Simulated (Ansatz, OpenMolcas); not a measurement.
## A ladder of methods for CH3BFN (SMILES BN=CF)

CH3BFN: 7 atoms, total charge 0, spin state singlet. As SMILES, `BN=CF`. The shape is that of a PBE0-D4/def2-TZVP optimisation.

```xyz
7

B    -0.4805    1.0898    0.5709
N     0.0186   -0.0084   -0.0665
C     0.4668   -1.0069   -0.6117
F     0.7399   -2.1320    0.0607
H     0.2844    1.8971    1.0099
H    -1.6663    1.2142    0.6598
H     0.6982   -1.1220   -1.6690
```

Each level gives the energy change with the N2–C3 bond stretched from 1.223 to 2.690 Å (eV). The values are calculated.

| level | kind | program | value (eV) | less CCSD(T)/aug-cc-pVDZ | CPU time (all runs) |
| --- | --- | --- | --- | --- | --- |
| HF/aug-cc-pVDZ (restricted) | Hartree–Fock | Ansatz | 7.19 | -0.31 | 16 s |
| SVWN5/aug-cc-pVDZ (restricted) | LDA | Ansatz | 8.71 | +1.21 | 17 s |
| PBE/aug-cc-pVDZ (restricted) | GGA | OpenMolcas | 8.00 | +0.50 | 2.9 min |
| r2SCAN/aug-cc-pVDZ (restricted) | meta-GGA | Ansatz | 8.19 | +0.69 | 37 s |
| BHLYP/aug-cc-pVDZ (restricted) | global hybrid | Ansatz | 7.89 | +0.39 | 23 s |
| CAM-B3LYP/aug-cc-pVDZ (restricted) | range-separated hybrid | Ansatz | 7.99 | +0.49 | 25 s |
| MP2/aug-cc-pVDZ (restricted) | perturbation theory | Ansatz | 8.49 | +0.99 | 28 s |
| CCSD(T)/aug-cc-pVDZ (restricted) | coupled cluster or CI | Ansatz | 7.50 | 0.00 | 1.7 min |

Differences are taken from CCSD(T)/aug-cc-pVDZ (restricted) for orientation; it has basis-set and higher-order errors of its own. Its T1 diagnostic reaches 0.033, a sign that one reference may not serve. At this stretch a single reference begins to fail. The first shape isn't each level's own minimum. The values span 7.19 to 8.71 eV. CPU times are rough (shared hosts, several kinds of processor and program).
